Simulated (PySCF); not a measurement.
Spinor energies of Os⁶⁴⁺ (osmium, charge +64)

Start: [Ne] 3s2. Calculated with PySCF 2.14 in an even-tempered Gaussian basis (17 s from 7.4 bohr⁻², ratio 2.6; 14 p from 9.7 bohr⁻², ratio 2.6; 6 d from 9.9 bohr⁻², ratio 2.8; 4 f from 130 bohr⁻², ratio 2.8): generalised Hartree-Fock with the X2C-1e Hamiltonian and a Gaussian nucleus; spin-orbit coupling (SO) screened by Boettger's factors.

| spinor shell | electrons | ε, screened SO (eV) | weight of nominal j (screened SO) | rms radius, screened SO (bohr) |
| --- | --- | --- | --- | --- |
| 1s1/2 | 2 | -79827.9 | 1.000 | 0.0200 |
| 2s1/2 | 2 | -18325.7 | 1.000 | 0.0796 |
| 2p1/2 | 2 | -17808.2 | 1.000 | 0.0675 |
| 3s1/2 | 2 | -7472.6 | 1.000 | 0.190 |

Problem. Where does 2p3/2 lie, and what is the 2p spin-orbit splitting (screened SO)?

Solution. At -16225.7 eV, 1582.4 eV above 2p1/2.

```json
{"quantity": "E (hartree)", "screened SO": "-12299.07108"}
{"quantity": "M_J", "screened SO": "0"}
{"quantity": "⟨J²⟩", "screened SO": "0.000"}
{"quantity": "⟨L²⟩", "screened SO": "0.039"}
{"quantity": "⟨S²⟩", "screened SO": "0.039"}
```

Breit and QED terms are absent; they matter most for the inner s and p1/2 levels.

Densities and radii are taken from the X2C orbitals without a picture-change correction, which distorts them close to the nucleus.
